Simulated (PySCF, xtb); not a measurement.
CH₇AlO₂Si, SMILES C[O][AlH][O][SiH3]. Other conformers were not sampled.

Harmonic wavenumbers (cm⁻¹) from GFN2-xTB (xtb) at its own minimum, in rising order: 10, 17, 71, 152, 159, 196, 217, 444, 474, 605, 609, 613, 728, 772, 773, 813, 1035, 1139, 1142, 1218, 1417, 1479, 1480, 2008, 2234, 2235, 2254, 2957, 2959, 2971.

What does PBE-D3(BJ)/def2-SVP in PySCF give at its own minimum? (The exact figures need the calculation; the answer reports its results.)

12, 25, 69, 82, 97, 157, 291, 464, 513, 641, 705, 712, 737, 916, 917, 967, 1093, 1139, 1147, 1206, 1421, 1425, 1431, 1972, 2144, 2160, 2160, 2910, 2986, 2997. Paired by order, the mean absolute difference is 52 cm⁻¹ and the zero-point energies are 47.4 and 47.9 kcal/mol.
